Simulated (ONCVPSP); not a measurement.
## Hf (Z = 72): one change to an ONCV potential, before and after

- Element: hafnium
- Generator: ONCVPSP 4.0.1
- Type: optimised norm-conserving Vanderbilt (ONCV)
- Functional: revPBE
- Relativity: scalar-relativistic
- Frozen core: [Kr] 4d10 4f14
- Valence charge: 12
- Reference configuration: 5s2 5p6 5d2 6s2
- Partial waves: 5s+6s: rc 2.10 bohr, ncon 5, nbas 9, qcut 4.5 1/bohr, 2 projectors; 5p: rc 2.10 bohr, ncon 4, nbas 7, qcut 6.8 1/bohr, 3 projectors, debl 3.1 Ha; 5d: rc 2.10 bohr, ncon 3, nbas 7, qcut 6.3 1/bohr, local
- Local potential: the d channel
- Core correction: none

All-electron outer shells of the reference configuration (revPBE, scalar-relativistic, ld1.x):

```csv
shell,level (eV),outermost node (bohr),outermost maximum (bohr)
5s,-67.00,0.55,1.01
5p,-35.56,0.60,1.16
4f,-16.81,–,0.45
6s,-5.06,1.37,2.93
5d,-2.64,0.67,1.69
```

Change: all radii scaled by about 1.04 (s 2.18, p 2.18, d 2.18 bohr).

Cutoffs: the cutoffs (Ha) at which the residual kinetic energy of the hardest occupied pseudo-wave falls to 1 and 0.1 mHa per electron; they do not see the model core or the augmentation charge, which bear on the density cutoff. Errors are all-electron minus pseudo energies relative to the spin-unpolarised reference configuration.

Task: What does the change do?

Result: The potential gets softer (12 Ha and 42 Ha → 12 Ha and 25 Ha); the errors of the 3 common tests hardly move; neither file shows a bound ghost. A larger radius leaves more room for a smooth pseudo-wave, so fewer plane waves are needed.

```tsv
quantity	base	changed
cutoff, loose	12 Ha	12 Ha
cutoff, tight	42 Ha	25 Ha
loose cutoff by channel	s 8.6 Ha, p 10 Ha, d 12 Ha	s 6.9 Ha, p 11 Ha, d 12 Ha
bound ghosts	none	none
GHOST(+) flags under 300 eV	s at 265.5 eV	none
tests with a reliable result	3 of 4	3 of 4
error for 5s2 5p6 5d2 6s1, meV [ΔE 7.90 eV]	-1.3	-1.3
error for 5s2 5p6 5d2 6s0, meV [ΔE 21.94 eV]	+13	+12
error for 5s2 5p6 5d2 6s0 6p1, meV [ΔE 12.54 eV]	+1.8	+1.7
```
